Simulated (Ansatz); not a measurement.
BFH$_{3}$NS, SMILES `NB(F)S`, relaxed with RKS PBE0-D4/def2-TZVP in Ansatz 0.2.0 from a GFN2-xTB geometry. The force threshold is 0.005 eV/Å; the program also tests the step.

Charge 0, multiplicity 1.

Start:

```xyz
7

N     1.153    0.195    0.206
B    -0.192    0.166   -0.126
F    -0.726    1.213   -0.762
S    -1.249   -1.254    0.270
H     1.625   -0.551    0.683
H     1.744    0.978   -0.014
H    -2.355   -0.746   -0.256
```

```csv
step,energy (eV),largest force (eV/Å),largest move (Å)
1,-15764.6656,0.526,0.000
2,-15764.6725,0.188,0.011
3,-15764.6725,0.104,0.021
4,-15764.6739,0.031,0.016
5,-15764.6740,0.008,0.003
6,-15764.6740,0.001,0.000
```

End:

```xyz
7

N     1.158    0.193    0.208
B    -0.194    0.168   -0.130
F    -0.727    1.219   -0.766
S    -1.247   -1.266    0.277
H     1.627   -0.555    0.684
H     1.741    0.981   -0.014
H    -2.359   -0.741   -0.259
```

Hardware: 2 threads of an AMD EPYC 7R13 on a shared host. Wall time 20 s, peak host memory 0.31 GiB.
